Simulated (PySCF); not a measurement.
B(Cl)(F)(NHMe) (CH₄BClFN), SMILES CNB(F)Cl.

Geometry: r2SCAN-D4/def2-SVP. The structure was generated by enumeration, and PubChem lists no compound with its InChIKey, so it may never have been made. Other conformers were not sampled.

Method: TDDFT-PBE/def2-SVPD run with PySCF.

Vertical excitations.  State labels are in the subgroup Cs.

### Question
List the lowest excited states. (Estimate from the structure and the level; the computed values follow.)

### Answer

```json
[
 {"state": "S1", "symmetry": "A\"", "energy (eV)": "6.17", "λ (nm)": "201", "f": "0.000", "main pairs": "HOMO→LUMO 100 %"},
 {"state": "S2", "symmetry": "A\"", "energy (eV)": "7.09", "λ (nm)": "175", "f": "0.002", "main pairs": "HOMO→LUMO+2 99 %"},
 {"state": "S3", "symmetry": "A'", "energy (eV)": "7.26", "λ (nm)": "171", "f": "0.050", "main pairs": "HOMO−1→LUMO 88 %"},
 {"state": "S4", "symmetry": "A\"", "energy (eV)": "7.33", "λ (nm)": "169", "f": "0.004", "main pairs": "HOMO→LUMO+3 99 %"},
 {"state": "S5", "symmetry": "A'", "energy (eV)": "7.38", "λ (nm)": "168", "f": "0.296", "main pairs": "HOMO→LUMO+1 81 %"},
 {"state": "S6", "symmetry": "A\"", "energy (eV)": "7.59", "λ (nm)": "163", "f": "0.000", "main pairs": "HOMO−1→LUMO+1 100 %"},
 {"state": "S7", "symmetry": "A\"", "energy (eV)": "7.79", "λ (nm)": "159", "f": "0.019", "main pairs": "HOMO−2→LUMO 100 %"},
 {"state": "S8", "symmetry": "A\"", "energy (eV)": "8.08", "λ (nm)": "153", "f": "0.006", "main pairs": "HOMO→LUMO+4 100 %"},
 {"state": "S9", "symmetry": "A'", "energy (eV)": "8.18", "λ (nm)": "152", "f": "0.003", "main pairs": "HOMO→LUMO+5 98 %"},
 {"state": "S10", "symmetry": "A'", "energy (eV)": "8.23", "λ (nm)": "151", "f": "0.063", "main pairs": "HOMO−1→LUMO+2 98 %"},
 {"state": "T1", "symmetry": "A'", "energy (eV)": "5.90", "λ (nm)": "210", "f": "0", "main pairs": "HOMO→LUMO+1 98 %"},
 {"state": "T2", "symmetry": "A\"", "energy (eV)": "6.03", "λ (nm)": "206", "f": "0", "main pairs": "HOMO→LUMO 100 %"},
 {"state": "T3", "symmetry": "A\"", "energy (eV)": "6.95", "λ (nm)": "178", "f": "0", "main pairs": "HOMO→LUMO+2 100 %"},
 {"state": "T4", "symmetry": "A\"", "energy (eV)": "7.17", "λ (nm)": "173", "f": "0", "main pairs": "HOMO→LUMO+3 99 %"}
]
```
Triplets are in the Tamm–Dancoff approximation, which puts them higher than full response would, so one can lie above its singlet here.
